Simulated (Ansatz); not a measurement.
Job for Ansatz (an electronic-structure program): R-SVWN5/def2-TZVPPD on GaH3O (SMILES [OH][GaH2]). Files ending in .json are basis or fitting sets from the Basis Set Exchange.

Ansatz 0.2 input:
```yaml
crystal:
  periodic: [false, false, false]
  atoms:
    - {symbol: O, position_ang: [-0.44824870, -0.98185870, 1.02826451]}
    - {symbol: Ga, position_ang: [0.38575375, -0.38299469, -0.43807130]}
    - {symbol: H, position_ang: [-0.36309947, -0.40264646, 1.80230784]}
    - {symbol: H, position_ang: [0.24030760, -1.32181315, -1.67653740]}
    - {symbol: H, position_ang: [1.16036568, 0.97718944, -0.36172285]}
basis:
  gaussian:
    orbitals: def2-TZVPPD.json
hamiltonian:
  xc: {name: SVWN5}
scf: {lower_state_search: off}
```

It printed:

```
WARN ansatz: RAYON_NUM_THREADS=1 ignored (pool sized by the plan → 1); use --threads N
Functional definition: SVWN5
these checks for a lower state are left out or cut short: stability, starts, cluster_reference, orbital_swaps, neighbouring_geometries, increment
integrals: 0.05 GiB planned
737 factors; their error is unknown
mean field: 0.41 GiB planned
mean field evaluation 1: about -54369.3827 eV, gradient 7.7e1 eV
mean field evaluation 2: about -54274.1157 eV, gradient 1.9e2 eV
mean field evaluation 4: about -54377.5243 eV, gradient 2.2e1 eV
mean field evaluation 8: about -54377.9428 eV, gradient 7.8e-2 eV
mean field evaluation 16: about -54377.9242 eV, gradient 8.9e-6 eV
mean field -54377.92420411 eV, -1998.3518558202 hartree, gradient 8.4e-7 eV, S^2 0.000000; 0 other end points of the search recorded, 0 dependent functions left out
reference -54377.92424763 eV, -1998.3518574197 hartree; 21, 21 occupied and 124, 124 virtual orbitals, 737 factors
Total energy: -54377.92424763 eV, -1998.3518574197 hartree
Checks for a lower state left out: stability, starts, cluster_reference, orbital_swaps, neighbouring_geometries, increment
```

Self-consistency was reached.

Cost: about 0.6 core-seconds (a rough figure).
